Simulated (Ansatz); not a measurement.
Frontier orbitals of C₂H₅BOSi (`B/C=C1\O[SiH2]1`).

```xyz
10

B     2.019   -0.283   -0.633
C     0.525   -0.378   -0.897
C    -0.395    0.004    0.001
O    -0.265    0.527    1.260
Si   -1.916    0.378    0.863
H     2.422    0.146    0.407
H     2.802   -0.638   -1.467
H     0.117   -0.762   -1.828
H    -2.666   -0.640    1.623
H    -2.644    1.647    0.671
```

The species carries charge 0 and has multiplicity 1. The structure was optimised at the PBE0-D4/def2-TZVP level. Basis def2-TZVPP, the Gaussian-basis code of Ansatz.

```json
{"functional": "ωB97M-V", "HOMO (eV)": "-9.57", "LUMO (eV)": "0.24"}
```

Question: Give HOMO and LUMO (eV) with LDA (SPW92), PBE, revPBE, BLYP, r2SCAN, B97M-V, PBE0, B3LYP, r2SCANh, r2SCAN0, HSE06 (plane-wave form), BHLYP, CAM-B3LYP, LC-ωPBE, ωB97X-V, HF. (Best estimate.)

Answer: Computed: 
| functional | HOMO | LUMO |
| --- | --- | --- |
| LDA (SPW92) | -6.64 | -2.99 |
| PBE | -6.42 | -2.73 |
| revPBE | -6.34 | -2.63 |
| BLYP | -6.22 | -2.54 |
| r2SCAN | -6.58 | -2.49 |
| B97M-V | -6.61 | -2.51 |
| PBE0 | -7.44 | -1.77 |
| B3LYP | -7.20 | -1.96 |
| r2SCANh | -6.97 | -2.15 |
| r2SCAN0 | -7.56 | -1.64 |
| HSE06 (plane-wave form) | -7.04 | -2.16 |
| BHLYP | -8.29 | -0.69 |
| CAM-B3LYP | -8.66 | -0.65 |
| LC-ωPBE | -9.97 | 0.45 |
| ωB97X-V | -9.62 | 0.40 |
| HF | -9.64 | 1.71 |

B3LYP here is the variant with VWN-RPA as its local correlation; programs differ in this. LC-ωPBE has ω = 0.4 bohr⁻¹. Positive LUMOs are unbound and depend on the basis.
